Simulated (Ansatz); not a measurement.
Consider the substitution at a C–C bond: `C[CH]1[AlH][GeH2]1` + H–F → `F[CH]1[AlH][GeH2]1` + CH₄.

Calculated with Ansatz (gas phase, PBE0-D4/def2-TZVP geometries, no zero-point term in ΔE). CCSD(T)/CBS adds triple-zeta CCSD(T) − MP2 to the extrapolated MP2 energy (def2 sets, frozen cores). This one scheme is used for every species. Functionals use def2-TZVPP. B3LYP here is the variant with VWN-RPA as its local correlation; programs differ in this. For Ge outer-core shells are correlated without core-valence functions, which leaves a few kJ/mol of doubt a bond. Scalar relativity is left out up to krypton.

CCSD(T)/CBS gives +15.8 kcal/mol.

Another level gave +8.6 kcal/mol. Which?
A. MP2/def2-TZVPP
B. ωB97X-V/def2-TZVPP
C. B3LYP/def2-TZVPP
D. CCSD(T)/def2-TZVPP

C. B3LYP 8.6, CCSD(T)/def2-TZVPP 15.1, ωB97X-V 11.8, MP2/def2-TZVPP 18.2 kcal/mol.

Largest T1 diagnostic among the species: 0.014.

The D4 term adds +1.8 kcal/mol with B3LYP and +1.0 kcal/mol with PBE0; it sums over pairs of atoms, weighted by their polarisabilities, and B3LYP, whose exchange is more repulsive, gets the larger term. In def2-TZVPP, CCSD(T) changes the Hartree–Fock value by +3.8 kcal/mol (the triples alone add +0.1 kcal/mol) and MP2 by +7.0 kcal/mol. From PBE to PBE0 (25 % exact exchange), in def2-TZVPP and without D4, ΔE moves by +2.7 kcal/mol.
